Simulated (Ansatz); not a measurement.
Saddle point of BH₃SeOF₂, closed shell (BHOF₂ ([OH][B]([F])[F]) + H₂Se → BHSeF₂ ([F][B]([F])[SeH]) + H₂O (still joined by a long B–O bond); bonds formed: B1–Se6, O2–H5; bonds broken: H5–Se6; bonds weakened to dative contacts: B1–O2), PBE0-D4/def2-TZVP structure:

```
8
angstrom
B -0.5466 -0.4114 -0.3077
O 0.5923 0.2829 -0.9973
F -0.3929 -1.7326 -0.2228
F -1.7451 0.0701 -0.6771
H 0.7794 0.8056 0.1528
Se 0.0387 0.5680 1.6893
H 0.2767 0.9097 -1.6605
H 0.9972 -0.4924 2.0233
```

Energies are electronic, without zero-point energy. Barriers and step energies count from the start structure reached by relaxing down the imaginary mode; all methods use the PBE0-D4 structures, on which another method's saddle can fall below an end. Computed with Ansatz 0.2.0 (basis: def2-TZVPP, with def2-QZVPP for the basis limit); correlated methods freeze the cores. Filled d shells of the heavier atoms are correlated. The def2 sets are not built for correlating such inner shells, so the correlated values are less sure here. B3LYP uses VWN-RPA correlation. Extrapolation: Hartree–Fock as exp(−7.88 √X), correlation as X^−2.97.

```tsv
method	barrier (eV)	step energy (eV)
SPW92	0.615	0.364
PBE-D4	0.969	0.583
BLYP-D4	1.227	0.778
r2SCAN-D4	1.111	0.646
B97M-V	1.377	0.766
PBE0-D4	?	0.615
B3LYP-D4	1.347	0.787
r2SCAN0-D4	1.231	0.659
BHLYP-D4	1.562	0.826
CAM-B3LYP-D4	1.388	0.771
wB97X-V	?	0.676
wB97M-V	1.322	0.675
B2PLYP	1.371	0.765
PBE-QIDH	1.253	0.625
RPA on PBE	?	0.735
HF	2.150	1.106
MP2	1.255	0.643
CCSD	1.509	0.768
CCSD(T)	1.371	0.705
```

**Question.** Fill in the withheld barriers. (An estimate is asked for; the value comes from the calculation.)

**Answer.** The calculation gives: PBE0-D4 1.144; wB97X-V 1.341; RPA on PBE 1.354 eV. Each is the energy of the saddle less that of the start structure, by the same method.

For comparison, the barrier by CCSD(T) at an estimated basis limit (MP2 extrapolated from triple and quadruple zeta, plus CCSD(T) − MP2 in triple zeta) is 1.349 eV.

T1 diagnostic: at most 0.012.

Labels in which every atom is bracketed show which atoms are joined, not bond orders.

For scale, one of the runs: CCSD(T)/def2-TZVPP, 214 basis functions, launched by `ansatz run in.yaml --threads 8 --pin off --events-out ev --progress --plain --max-ram 19148MiB`. Time: 91 s of wall clock on 8 CPU threads of an Arm Neoverse V1; the host was shared. Peak host memory: 3.6 GiB.
